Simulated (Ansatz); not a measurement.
Relaxation of CH$_{9}$GeN (12 atoms, charge 0, multiplicity 1), to a largest force component of 0.03 eV/Å in at most 50 steps.

These are results of Ansatz, UHF/def2-SVP, not measurements.

```xyz
12
Properties=species:S:1:pos:R:3
Ge -0.960 1.090 -0.586
C 0.735 -0.925 1.364
H -1.937 1.927 -1.425
H -1.788 0.191 0.339
H -0.050 2.021 0.217
H 0.668 -0.872 0.289
N 0.136 0.114 -1.756
H 0.840 0.073 1.788
H -0.161 -1.395 1.768
H 1.604 -1.520 1.649
H 1.113 0.062 -1.549
H -0.199 -0.767 -2.097
```

Problem. Where does it end, and by what steps?

Solution. It converged. The force dipped under the threshold on the way, but the program's further checks kept it going. After 23 steps the energy has fallen by 0.304 eV; H5 moved furthest, 1.64 Å.

```
step  energy less start (eV)  largest force component (eV/Å)  accepted
   0                  0.0000                           0.941       yes
   1                 -0.1843                           0.274       yes
   2                 -0.2357                           0.143       yes
   3                 -0.2612                           0.321       yes
   4                 -0.2715                           0.277       yes
   5                 -0.2781                           0.206       yes
   6                 -0.2872                           0.037       yes
   7                 -0.2887                           0.012       yes
   8                 -0.2886                           0.253        no
   9                 -0.2897                           0.273       yes
  10                 -0.2919                           0.069       yes
  11                 -0.2926                           0.095       yes
  12                 -0.2927                           0.204       yes
  13                 -0.2944                           0.143       yes
  14                 -0.2962                           0.027       yes
  15                 -0.2970                           0.088       yes
  16                 -0.2979                           0.105       yes
  17                 -0.2987                           0.090       yes
  18                 -0.2997                           0.092       yes
  19                 -0.3007                           0.093       yes
  20                 -0.3011                           0.101       yes
  21                 -0.3022                           0.072       yes
  22                 -0.3031                           0.005       yes
  23                 -0.3039                           0.023       yes
```

```xyz
12
Properties=species:S:1:pos:R:3
Ge -1.270 1.564 -1.163
C 1.076 -1.533 1.841
H -2.377 1.586 -2.226
H -1.892 1.127 0.179
H -0.653 2.957 -0.986
H 0.732 -1.100 0.903
N 0.056 0.451 -1.757
H 1.404 -0.739 2.510
H 0.260 -2.085 2.306
H 1.908 -2.209 1.647
H 0.939 0.481 -1.282
H -0.184 -0.499 -1.970
```

Whether the end is a true minimum wasn't checked by a vibrational analysis.

Time of the run: 43 s on 2 threads of Intel(R) Xeon(R) CPU @ 2.80GHz (Skylake/Cascade Lake) (shared host), peak memory 0.32 GiB.
